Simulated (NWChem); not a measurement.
CF cation, singlet

All runs: NWChem. Pople sets run with spherical d functions. Low-valent species are run as closed-shell singlets; no triplet was tried in these runs. Structure relaxed at the B3LYP/6-31G* (spherical d) level. Gas-phase geometry, NWChem's default radii.

COSMO at M06-2X/6-31G* gives an electrostatic solvation energy of -46.62 kcal/mol for ε = 2.4. Its surface charges are scaled by f = (ε − 1)/ε.

Estimate the value for ε = 78.4 from the scaling alone and compare it with a run, and give the Born radius that the larger ε implies.


1. f = 0.5833 and 0.9872; their ratio is 1.692.
2. With a rigid solute density the energy is proportional to f: -46.62 × 1.692 = -78.90 kcal/mol.
3. The run gives -78.92 kcal/mol, equal to the estimate within rounding.
4. Born: ΔG = −166.0 q² f / a (kcal/mol, a in Å), so a = 2.08 Å.
